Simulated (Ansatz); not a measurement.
Reaction (atomization): `[BH3-][n+]1ccccc1` → B• + 5 C• + 8 H• + N•

Calculated with Ansatz (gas phase, PBE0-D4/def2-TZVP geometries, no zero-point term in ΔE). CCSD(T)/CBS is the MP2 limit (def2-TZVPP, def2-QZVPP) plus CCSD(T) − MP2 in def2-TZVPP, frozen cores. This one scheme is used for every species, atoms too. For atomizations the MP2-based limit and the directly extrapolated one differ by several kJ/mol either way, and by 10 to 25 for some Ge, Se and Sn compounds, so smaller differences from it don't rank the levels. DFT in def2-TZVPP. B3LYP here is the variant with VWN-RPA as its local correlation; programs differ in this. No spin–orbit coupling; open shells (•) take unrestricted orbitals. Spin–orbit coupling would lower the free atoms: a little for B, C.

| level | ΔE (kcal/mol) | difference from CCSD(T)/CBS |
| --- | --- | --- |
| PBE-D4 | 1611.7 | 61.3 |
| PBE0-D4 | 1580.4 | 30.0 |
| r2SCANh-D4 | 1558.8 | 8.4 |
| B2PLYP | 1548.4 | -2.0 |
| PBE-QIDH | 1560.6 | 10.2 |
| B3LYP | 1552.3 | 1.9 |
| r2SCAN0 | 1542.2 | -8.2 |
| HF/def2-SVP | 1167.9 | -382.5 |
| HF/CBS(def2) | 1145.7 | -404.7 |
| CCSD/CBS(def2) | 1522.1 | -28.3 |
| CCSD(T)/CBS | 1550.4 | 0 |

Largest T1 diagnostic among the species: 0.014.

At CCSD(T), def2-SVP lies −56.4 kcal/mol from the extrapolated value and def2-TZVPP −35.8 kcal/mol: correlation converges slowly with the basis, and small sets miss more of it in the bonded molecule than in its fragments. In def2-TZVPP, CCSD(T) changes the Hartree–Fock value by +370.6 kcal/mol (the triples alone add +28.3 kcal/mol) and MP2 by +407.3 kcal/mol; breaking electron pairs costs correlation energy, which Hartree–Fock lacks.
